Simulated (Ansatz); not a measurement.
Cost and result for the atomization energy of CH5AlFNO (10 atoms, 9 bonds).

```xyz
10

N     0.448   -1.275   -1.128
C     0.842   -0.272   -0.410
O    -0.653    2.182    0.777
F     2.069    0.086   -0.699
Al   -0.476    0.492    1.062
H    -0.500   -1.592   -0.958
H     1.033   -1.737   -1.814
H    -1.354    2.521    0.225
H    -1.677   -0.475    0.536
H     0.268    0.071    2.409
```

The species carries charge 0 and has multiplicity 1. The bonds changed during the relaxation, so this is another structure than the one it started from. Geometry: relaxed with PBE0-D4/def2-TZVP. It is one conformer, not always the lowest. Program: Ansatz. All runs use 4 threads of an Arm Neoverse V1 on a shared host. Times are those of one run each, without the atoms' runs, and a repeat can differ threefold. Electronic energies, without spin–orbit coupling; frozen cores. CCSD(T)/CBS adds CCSD(T) − MP2 in def2-TZVPP to the MP2 limit, and its time is that of the two runs behind it. T1 = 0.014. B3LYP takes the VWN-RPA correlation (the form of Gaussian; ORCA's B3LYP/G).

CCSD(T)/CBS is a level of theory with its own doubt, some kJ/mol a heavy atom from the limit and from the frozen cores, so smaller differences don't rank the functionals.

```csv
level,functions,wall time
PBE-D4/def2-TZVPP (with forces),236,2.1 s
PBE0-D4/def2-TZVPP,236,2.3 s
B3LYP-D4/def2-TZVPP (with forces),236,3.5 s
r2SCAN-D4/def2-TZVPP (with forces),236,3.9 s
B2PLYP/def2-TZVPP,236,4.6 s
ωB97X-V/def2-TZVPP,236,6.5 s
ωB97M-V/def2-TZVPP (with forces),236,9 s
MP2/def2-QZVPP,448,17 s
CCSD(T)/def2-TZVPP,236,120 s
CCSD(T)/CBS(def2),–,2.3 min
```

(1) What atomization energy does each give, and how far from CCSD(T)/CBS? (Estimate.)

## Answers

(1) The calculation gave: 
| level | atomization (kcal/mol) | difference from CCSD(T)/CBS | per bond |
| --- | --- | --- | --- |
| PBE-D4/def2-TZVPP (with forces) | 845.6 | 17.3 | 1.9 |
| PBE0-D4/def2-TZVPP | 821.1 | -7.2 | -0.8 |
| B3LYP-D4/def2-TZVPP (with forces) | 826.8 | -1.5 | -0.2 |
| r2SCAN-D4/def2-TZVPP (with forces) | 827.3 | -1.0 | -0.1 |
| B2PLYP/def2-TZVPP | 817.5 | -10.8 | -1.2 |
| ωB97X-V/def2-TZVPP | 830.3 | 2.0 | 0.2 |
| ωB97M-V/def2-TZVPP (with forces) | 831.2 | 2.9 | 0.3 |
| MP2/def2-QZVPP | 834.5 | 6.2 | 0.7 |
| CCSD(T)/def2-TZVPP | 802.1 | -26.2 | -2.9 |
| CCSD(T)/CBS(def2) | 828.3 | 0.0 | 0.0 |

In def2-TZVPP, CCSD(T) changes the Hartree–Fock value by +235.2 kcal/mol (the triples alone add +14.4 kcal/mol) and MP2 by +251.9 kcal/mol; breaking electron pairs costs correlation energy, which Hartree–Fock lacks. The D4 term adds +6.2 kcal/mol with B3LYP and +3.3 kcal/mol with PBE0; it sums over pairs of atoms, weighted by their polarisabilities, and B3LYP, whose exchange is more repulsive, gets the larger term. From PBE to PBE0 (25 % exact exchange), in def2-TZVPP and without D4, the atomization energy moves by −23.9 kcal/mol: exact exchange takes away binding that semilocal exchange gives to molecules.
